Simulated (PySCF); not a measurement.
Species: sum formula H4GeO4, charge 1, multiplicity 2. SMILES of the parent species: [OH][Ge]([OH])([OH])[OH]
Coordinates optimised at B3LYP-D3(BJ)/def2-TZVP (Ansatz):
```
Ge
O 1 1.7176
H 2 0.9679 1 118.96
O 1 1.7176 2 128.07 3 24.85
H 4 0.9679 1 118.96 2 24.85
O 1 1.8239 2 110.76 3 -112.83
H 6 0.9786 1 115.75 2 174.44
O 1 1.8239 2 109.01 3 163.11
H 8 0.9786 1 115.75 2 28.54
```
Charge +1, spin multiplicity 2.

Dispersion corrections to the total energy (kcal/mol) from the dftd3 and dftd4 libraries through PySCF: D3(BJ) without and D4 with the three-body term, each with the damping fitted for the functional named.

```
functional  D3(BJ)      D4
----------  ------  ------
B2GP-PLYP    -2.62   -1.47
PBE0         -3.00   -2.96
r2SCAN       -0.95   -0.83
HSE06          ___   -2.75
revPBE       -8.43  -10.63
HF             ___  -12.50
LC-wPBE        ___   -3.94
```

### Question
Fill in the missing entries.

### Answer

- HSE06, D3(BJ): -2.32
- HF, D3(BJ): -28.27
- LC-wPBE, D3(BJ): -3.31
